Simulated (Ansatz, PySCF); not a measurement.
Torsion H4–O1–Se2–Br3 in BrHOSe (SMILES O[Se]Br); at each angle all else is relaxed with GFN2-xTB, and the levels are single points there.
Geometry at 270° (charge 0, multiplicity 1):
```xyz
4

O     -1.08149     0.13444     0.36288
Se     0.33305     1.04985    -0.22005
Br     1.99634     0.04926     0.99843
H     -1.25298    -0.65077    -0.16872
```

On the grid 0° to 330°, 180° is the highest and 270° the lowest point at wB97M-V/def2-TZVPP.

Correlated levels freeze the cores. Filled d and f shells under p-block atoms count as core. Rows in LANL2DZ carry no dispersion term and start afresh at each structure. LANL2DZ brings its own core potentials from Na on.

Run with Ansatz (Gaussian basis) for Hartree–Fock, density functionals and correlated methods; PySCF for LANL2DZ rows. Each number belongs to the level named beside it.

Question: Estimate the energy at 180° less that at 270° that B3LYP/LANL2DZ returns for this input.

Answer: 425 meV

Question: Predict the energy at 180° less that at 270° from PBE/def2-TZVPP.

Answer: 375 meV

Question: What is the computed energy at 180° less that at 270° (CCSD(T)/cc-pVDZ)?

Answer: 370 meV

Ansatz is a quantum-chemistry and plane-wave program.
